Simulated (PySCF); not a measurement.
## I (iodine, neutral) across methods

[Kr] 4d10 5s2 5p5, 2P determinant. Calculation: PySCF 2.14, in cc-pV5Z-PP with ECP28MDF; scalar relativity through the core potential.

```json
{"method": "r2SCAN", "E (hartree)": "-295.8065", "mean ε 5s β (eV)": "-17.440", "mean ε 5p α (eV)": "-7.752", "mean ε 5p β (eV)": "-6.993", "Σ⟨r²⟩ (bohr²)": "59.53", "⟨S²⟩": "0.756"}
{"method": "wB97X-V", "E (hartree)": "-295.6730", "mean ε 5s β (eV)": "-21.577", "mean ε 5p α (eV)": "-10.846", "mean ε 5p β (eV)": "-10.204", "Σ⟨r²⟩ (bohr²)": "59.70", "⟨S²⟩": "0.753"}
{"method": "TPSS", "E (hartree)": "-295.5736", "mean ε 5s β (eV)": "-17.153", "mean ε 5p α (eV)": "-7.484", "mean ε 5p β (eV)": "-6.815", "Σ⟨r²⟩ (bohr²)": "59.76", "⟨S²⟩": "0.753"}
{"method": "PBE0", "E (hartree)": "-295.6980", "mean ε 5s β (eV)": "-18.738", "mean ε 5p α (eV)": "-8.600", "mean ε 5p β (eV)": "-7.866", "Σ⟨r²⟩ (bohr²)": "59.70", "⟨S²⟩": "0.754"}
{"method": "UHF", "E (hartree)": "-294.66261", "mean ε 5s β (eV)": "-22.664", "mean ε 5p α (eV)": "-11.421", "mean ε 5p β (eV)": "-10.410", "Σ⟨r²⟩ (bohr²)": "60.22", "⟨S²⟩": "0.761"}
{"method": "M06-L", "E (hartree)": "-295.8573", "mean ε 5s β (eV)": "-17.077", "mean ε 5p α (eV)": "-7.325", "mean ε 5p β (eV)": "-6.663", "Σ⟨r²⟩ (bohr²)": "59.88", "⟨S²⟩": "0.754"}
{"method": "LDA", "E (hartree)": "-295.2672", "mean ε 5s β (eV)": "-17.411", "mean ε 5p α (eV)": "-7.490", "mean ε 5p β (eV)": "-6.864", "Σ⟨r²⟩ (bohr²)": "59.88", "⟨S²⟩": "0.751"}
```

Q: Estimate the same row for PBE.

A: E (hartree) = -295.6716; mean ε 5s β (eV) = -17.069; mean ε 5p α (eV) = -7.382; mean ε 5p β (eV) = -6.719; Σ⟨r²⟩ (bohr²) = 59.97; ⟨S²⟩ = 0.753.

Energies and moments cover only the electrons outside the core potential.
